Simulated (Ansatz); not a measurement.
Level of theory: frozen-core CCSD(T)/cc-pVTZ // B3LYP-D3(BJ)/def2-TZVP in Ansatz (a program for electronic structure). The geometry is that of the parent before the electron was removed.

Ansatz 0.2 input:
```yaml
crystal:
  periodic: [false, false, false]
  atoms:
    - { symbol: O, position_ang: [-0.970204, -1.361234, 0.013957] }
    - { symbol: C, position_ang: [-0.961708, -0.144679, -0.000656] }
    - { symbol: B, position_ang: [0.464558, 0.616611, -0.006389] }
    - { symbol: O, position_ang: [1.53579, -0.186301, 0.005915] }
    - { symbol: H, position_ang: [-1.930044, 0.397008, -0.009489] }
    - { symbol: H, position_ang: [0.604764, 1.797872, -0.02017] }
    - { symbol: H, position_ang: [1.256841, -1.119278, 0.016832] }
basis:
  gaussian: { orbitals: cc-pVTZ }
correlation:
  method: ccsd_t
total_charge: 1
magnetization:
  spin_polarized: true
  initial_magnetization: 1
```

Output:

```
Functional definition: HF
960 factors; integrals over basis functions are off by at most 1.2e-3 eV
mean field evaluation 1: about -5809.4960 eV, gradient 4.4e1 eV
mean field evaluation 2: about -5809.4972 eV, gradient 4.4e1 eV
mean field evaluation 4: about -5816.8645 eV, gradient 4.9e0 eV
mean field evaluation 8: about -5817.7213 eV, gradient 1.1e0 eV
mean field evaluation 16: about -5817.7520 eV, gradient 2.7e-6 eV
mean field evaluation 32: about -5814.6474 eV, gradient 2.7e0 eV
mean field evaluation 64: about -5815.0399 eV, gradient 1.3e-2 eV
mean field evaluation 96: about -5812.8931 eV, gradient 2.1e-3 eV
mean field evaluation 128: about -5811.2302 eV, gradient 2.1e1 eV
mean field -5817.75196007 eV, -213.7984411188 hartree, gradient 2.7e-6 eV, S^2 0.787304; 2 other end points of the search recorded, 0 dependent functions left out
determinant -5817.75196007 eV, -213.7984411188 hartree, with singles and doubles -5836.96899543 eV, -214.5046541424 hartree
determinant -5815.03991837 eV, -213.6987754245 hartree, with singles and doubles -5833.73115087 eV, -214.3856655494 hartree
determinant -5814.74648899 eV, -213.6879920936 hartree, with singles and doubles -5833.28814466 eV, -214.3693853715 hartree
4 core orbitals not correlated
reference -5817.75196007 eV, -213.7984411188 hartree; 11, 10 occupied and 147, 148 virtual orbitals, 960 factors
second order -18.10300043 eV of doubles, -0.00000000 eV of singles
cycle   1  -19.04052478 eV  change    -1.7e0 eV  update   2.9e-2
cycle   2  -19.09575617 eV  change   -5.5e-2 eV  update   9.9e-3
cycle   3  -19.10012363 eV  change   -4.4e-3 eV  update   6.1e-3
cycle   4  -19.11083184 eV  change   -1.1e-2 eV  update   4.7e-3
cycle   5  -19.12219090 eV  change   -1.1e-2 eV  update   2.7e-3
cycle   6  -19.12694787 eV  change   -4.8e-3 eV  update   1.5e-3
cycle   7  -19.12717900 eV  change   -2.3e-4 eV  update   4.6e-4
cycle   8  -19.12743448 eV  change   -2.6e-4 eV  update   2.7e-4
cycle   9  -19.12729322 eV  change    1.4e-4 eV  update   1.2e-4
cycle  10  -19.12717073 eV  change    1.2e-4 eV  update   5.1e-5
cycle  11  -19.12714815 eV  change    2.3e-5 eV  update   2.5e-5
cycle  12  -19.12713742 eV  change    1.1e-5 eV  update   1.4e-5
perturbative correction -0.81819391 eV, -0.0300680715 hartree
Total energy: -5837.69729141 eV, -214.5314185259 hartree
```

Cost: about 2.9 core-minutes (a rough figure).
